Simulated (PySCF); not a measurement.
Record of a relaxation.

C5H5BS.
Numbering: `[CH:1]#[C:2][B:3]([C:4]#[CH:5])[S:6][CH3:7]` (hydrogens: H8 on C1; H9 on C5; H10, H11, H12 on C7)

Computed by this run: PBE0-D3(BJ)/def2-SVP geometry optimisation, gas phase (PySCF 2.14.0); density fitting, grid level 1; the optimiser is geomeTRIC in internal coordinates, started from a GFN2-xTB structure with every atom displaced at random (about 0.01 Å). The frame can shift and turn from step to step; on so coarse a grid that alone can change the energy by a few meV, and forces under 0.02 eV/Å are noise.

Step 0: E = -16756.7772 eV, largest atomic force 3.935 eV/Å
```
atom  x, y, z in Å  |  force x, y, z in eV/Å
C1      3.024   -1.634    0.301   -3.493   1.771  -0.386
C2      1.922   -1.082    0.182    1.759  -1.147   0.215
B3      0.566   -0.408    0.034    0.715  -0.122   0.079
C4      0.519    1.086   -0.174   -0.224  -1.436   0.130
C5      0.360    2.263   -0.353   -0.012   1.286  -0.087
S6     -0.890   -1.406    0.132   -0.242  -0.147  -0.010
C7     -2.218   -0.192   -0.080   -0.155  -0.533   0.610
H8      3.956   -2.069    0.390    1.743  -0.847   0.184
H9      0.277    3.313   -0.473   -0.074   0.636  -0.138
H10    -3.166   -0.740   -0.018   -0.048  -0.015  -0.010
H11    -2.137    0.291   -1.038    0.053   0.382  -0.687
H12    -2.173    0.549    0.721   -0.024   0.173   0.099
```

Step 1: E = -16756.8726 eV, largest atomic force 0.413 eV/Å
```
atom  x, y, z in Å  |  force x, y, z in eV/Å
C1      2.944   -1.792    0.287    0.195   0.363   0.029
C2      1.964   -1.071    0.193   -0.021  -0.292  -0.031
B3      0.644   -0.324    0.048   -0.069  -0.175   0.025
C4      0.527    1.173   -0.173   -0.019   0.084  -0.024
C5      0.361    2.366   -0.352    0.045   0.005   0.046
S6     -0.823   -1.347    0.149    0.046  -0.006   0.007
C7     -2.211   -0.201   -0.070    0.089   0.044  -0.060
H8      3.885   -2.314    0.374   -0.195  -0.059  -0.015
H9      0.240    3.424   -0.494   -0.008   0.037  -0.032
H10    -3.130   -0.795   -0.009   -0.032  -0.025   0.001
H11    -2.152    0.291   -1.051   -0.018  -0.007   0.044
H12    -2.209    0.560    0.721   -0.015   0.031   0.011
```

Step 2: E = -16756.8840 eV, largest atomic force 0.295 eV/Å
```
atom  x, y, z in Å  |  force x, y, z in eV/Å
C1      2.957   -1.752    0.288    0.175   0.236   0.026
C2      1.952   -1.072    0.187   -0.146  -0.250  -0.040
B3      0.620   -0.349    0.040    0.057   0.021   0.043
C4      0.527    1.154   -0.174   -0.110   0.025  -0.028
C5      0.388    2.352   -0.347    0.042   0.009   0.026
S6     -0.848   -1.366    0.144    0.038   0.033  -0.007
C7     -2.222   -0.202   -0.069    0.009   0.008  -0.005
H8      3.896   -2.270    0.379   -0.059  -0.078  -0.003
H9      0.292    3.414   -0.492    0.000  -0.005  -0.014
H10    -3.148   -0.788   -0.008   -0.004   0.004  -0.001
H11    -2.162    0.292   -1.048   -0.002  -0.001   0.002
H12    -2.213    0.558    0.723   -0.002  -0.002   0.000
```

Step 3: E = -16756.8930 eV, largest atomic force 0.211 eV/Å
```
atom  x, y, z in Å  |  force x, y, z in eV/Å
C1      2.979   -1.712    0.289    0.042   0.082   0.009
C2      1.939   -1.088    0.186   -0.148  -0.082  -0.010
B3      0.600   -0.374    0.048    0.138   0.158  -0.028
C4      0.509    1.134   -0.169   -0.045  -0.053   0.012
C5      0.394    2.334   -0.344    0.031  -0.002  -0.003
S6     -0.867   -1.382    0.142   -0.054   0.022   0.002
C7     -2.222   -0.195   -0.071   -0.074  -0.036   0.042
H8      3.909   -2.239    0.380    0.073  -0.059   0.008
H9      0.317    3.396   -0.500   -0.005  -0.027   0.006
H10    -3.159   -0.767   -0.019    0.017   0.017  -0.001
H11    -2.152    0.305   -1.045    0.015   0.003  -0.028
H12    -2.208    0.560    0.726    0.009  -0.022  -0.008
```

Step 4: E = -16756.8954 eV, largest atomic force 0.133 eV/Å
```
atom  x, y, z in Å  |  force x, y, z in eV/Å
C1      2.989   -1.692    0.294   -0.010   0.008  -0.001
C2      1.932   -1.098    0.179   -0.060  -0.048  -0.017
B3      0.596   -0.381    0.034    0.059   0.116   0.029
C4      0.513    1.127   -0.175   -0.022  -0.044  -0.007
C5      0.415    2.330   -0.342    0.016   0.002  -0.013
S6     -0.878   -1.381    0.136   -0.029  -0.014  -0.004
C7     -2.237   -0.197   -0.070   -0.014  -0.007   0.012
H8      3.920   -2.219    0.394    0.041  -0.006   0.006
H9      0.350    3.393   -0.495   -0.007  -0.007   0.009
H10    -3.173   -0.769   -0.013    0.016   0.001  -0.001
H11    -2.171    0.303   -1.045    0.005   0.003  -0.013
H12    -2.218    0.557    0.727    0.005  -0.005  -0.001
```

Step 5: E = -16756.8960 eV, largest atomic force 0.033 eV/Å
```
atom  x, y, z in Å  |  force x, y, z in eV/Å
C1      2.990   -1.690    0.293   -0.002  -0.018   0.000
C2      1.928   -1.105    0.183   -0.004  -0.009   0.013
B3      0.596   -0.380    0.045    0.000   0.021  -0.026
C4      0.513    1.125   -0.171    0.001  -0.006   0.010
C5      0.418    2.328   -0.344    0.006   0.002  -0.009
S6     -0.881   -1.379    0.140    0.001  -0.012   0.008
C7     -2.239   -0.196   -0.072    0.004   0.004   0.000
H8      3.925   -2.214    0.389    0.002   0.015   0.000
H9      0.354    3.390   -0.500   -0.005   0.002   0.004
H10    -3.174   -0.769   -0.020   -0.001  -0.001   0.000
H11    -2.167    0.304   -1.046   -0.001   0.000   0.001
H12    -2.224    0.558    0.726   -0.002   0.002  -0.001
```

Step 6: E = -16756.8961 eV, largest atomic force under 0.02 eV/Å
```
atom  x, y, z in Å  |  force x, y, z in eV/Å
C1      2.989   -1.693    0.296   -0.002  -0.008   0.000
C2      1.927   -1.108    0.182    0.010   0.003  -0.001
B3      0.597   -0.381    0.039   -0.012  -0.010   0.008
C4      0.513    1.124   -0.175    0.010   0.005  -0.003
C5      0.417    2.327   -0.346    0.003  -0.002  -0.003
S6     -0.881   -1.379    0.139    0.004   0.000   0.000
C7     -2.237   -0.194   -0.072    0.001   0.000  -0.004
H8      3.926   -2.212    0.396   -0.005   0.009   0.001
H9      0.349    3.389   -0.497   -0.003   0.002   0.001
H10    -3.173   -0.766   -0.018   -0.005   0.001  -0.001
H11    -2.167    0.305   -1.047   -0.002  -0.001   0.003
H12    -2.220    0.560    0.725   -0.001   0.001   0.000
```

Problem. Summarise the path.

Solution. The energy falls by 2.74 kcal/mol from step 0 to step 6; nine tenths of that is first reached at step 3. It falls at every step. The largest force goes from 3.935 to under 0.02 eV/Å. Among the bonds C1–H8 changes most, from 1.033 to 1.076 Å; the atoms move by 0.057 Å rms after alignment.

Problem. Follow the three bonds and two angles with the largest change from start to end.

Solution. 
| step | E above end (kcal/mol) | largest force (eV/Å) | C1–H8 (Å) | C7–H11 (Å) | C1≡C2 (Å) | B3–C4–C5 (°) | C2–B3–C4 (°) |
| --- | --- | --- | --- | --- | --- | --- | --- |
| 0 | 2.74 | 3.935 | 1.033 | 1.076 | 1.238 | 174.1 | 118.7 |
| 1 | 0.54 | 0.413 | 1.079 | 1.099 | 1.220 | 176.6 | 124.4 |
| 2 | 0.28 | 0.295 | 1.076 | 1.098 | 1.218 | 177.0 | 122.4 |
| 3 | 0.07 | 0.211 | 1.073 | 1.097 | 1.217 | 178.0 | 121.9 |
| 4 | 0.01 | 0.133 | 1.074 | 1.097 | 1.218 | 178.5 | 121.8 |
| 5 | 0.00 | 0.033 | 1.075 | 1.098 | 1.218 | 178.7 | 122.1 |
| 6 | 0.00 | under 0.02 | 1.076 | 1.098 | 1.218 | 178.6 | 122.2 |

The cost below is that of the whole optimisation. Time: 69 s of wall time; peak memory 0.52 GiB. Hardware: one thread of an Arm Neoverse N1, shared host with 64 logical CPUs at a one-minute load of 67.
